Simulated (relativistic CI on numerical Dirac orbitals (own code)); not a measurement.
# Line list: Electric-dipole lines, Ca¹⁶⁺

Computed by Dirac-Coulomb-Breit CI, orbitals from a KLI potential per configuration, model QED (radiative potential, 1s self-energy scaled to tabulated hydrogen-like ionisation energies), unscaled Slater integrals (own radial code, finite nucleus).

Configuration list (outside the closed core 1s2): 2s2, 2s 2p, 2p2, 2p 3s, 2p 3p, 2s 3s, 2s 3p, 2s 3d, 2s 4s, 2s 4p, 2s 4d, 2s 4f, 3s2, 3s 3p, 3p2. Levels of other configurations are missing.

| λ vac (Å) | Lower | Upper | A (s⁻¹) | log gf | S velocity/length |
| --- | --- | --- | --- | --- | --- |
| 15.462 | 2s 2p 3P°_2 [4] | 2s 4d 3D_3 [43] | 2.13e+12 | -0.27 | 0.97 |
| 16.000 | 2s 2p 1P°_1 [5] | 2s 4d 1D_2 [46] | 2.18e+12 | -0.38 | 0.97 |
| 19.296 | 2s 2p 3P°_2 [4] | 2p 3p 3P_2 [32] | 1.68e+12 | -0.33 | 0.96 |
| 19.414 | 2s 2p 3P°_2 [4] | 2p 3p 3D_3 [28] | 1.21e+12 | -0.32 | 0.99 |
| 19.522 | 2s2 1S_0 [1] | 2s 3p 3P°_1 [15] | 1.80e+12 | -0.51 | 0.97 |
| 19.557 | 2s2 1S_0 [1] | 2s 3p 3P°_1 [13] | 1.89e+12 | -0.49 | 0.97 |
| 20.060 | 2s 2p 1P°_1 [5] | 2p 3p 1D_2 [33] | 2.90e+12 | -0.06 | 0.94 |
| 20.294 | 2s 2p 3P°_0 [2] | 2s 3d 3D_1 [17] | 4.06e+12 | -0.12 | 0.98 |
| 20.335 | 2s 2p 3P°_1 [3] | 2s 3d 3D_2 [18] | 5.42e+12 | 0.23 | 0.98 |
| 20.341 | 2s 2p 3P°_1 [3] | 2s 3d 3D_1 [17] | 3.01e+12 | -0.25 | 0.98 |
| 20.439 | 2s 2p 3P°_2 [4] | 2s 3d 3D_3 [19] | 7.10e+12 | 0.49 | 0.98 |
| 20.448 | 2s 2p 3P°_2 [4] | 2s 3d 3D_2 [18] | 1.78e+12 | -0.25 | 0.98 |
| 21.239 | 2s 2p 1P°_1 [5] | 2s 3d 1D_2 [20] | 5.07e+12 | 0.23 | 0.97 |
| 59.932 | 2s 3p 3P°_1 [13] | 2s 4d 1D_2 [46] | 2.50e+11 | -0.17 | 1.01 |
| 60.263 | 2s 3p 3P°_1 [15] | 2s 4d 1D_2 [46] | 2.81e+11 | -0.12 | 1.01 |
| 60.983 | 2s 3p 3P°_2 [16] | 2s 4d 3D_3 [43] | 5.91e+11 | 0.36 | 0.99 |
| 62.709 | 2s 3d 3D_1 [17] | 2s 4f 3F°_2 [44] | 9.94e+11 | 0.47 | 0.99 |
| 62.757 | 2s 3d 3D_2 [18] | 2s 4f 3F°_3 [45] | 1.05e+12 | 0.64 | 0.99 |
| 62.833 | 2s 3d 3D_3 [19] | 2s 4f 3F°_4 [47] | 1.19e+12 | 0.80 | 0.99 |
| 64.741 | 2s 3d 1D_2 [20] | 2s 4f 1F°_3 [48] | 1.13e+12 | 0.70 | 0.99 |

Terms are leading LS components. Brackets give the number of a level in order of energy, since labels repeat. The list gives strong lines, with weight on those to low levels, among the lowest 48 of 58 levels, so that lines to higher ones, which can be the strongest, are missing. Levels whose partners in the same complex of configurations lie outside the list can be far off, and so can their lines. Rates are taken at the computed energies, electric ones in the length gauge. A velocity-to-length ratio far from 1 marks an uncertain rate.

At this charge energies of transitions that change n are usually good to better than 1 %, and those within a shell (Δn = 0) to a few per cent.

Task: From the table, what is the radiative lifetime of 2s 4d 1D_2?

Result: The listed rates from this level add up to about 2.71e+12 s⁻¹, 98 % of its decay; with all channels τ = 3.61e-13 s.

LS names give the leading component of a level, which can be under half, so a name can repeat, a term be missing and a line seem to break the LS rules.
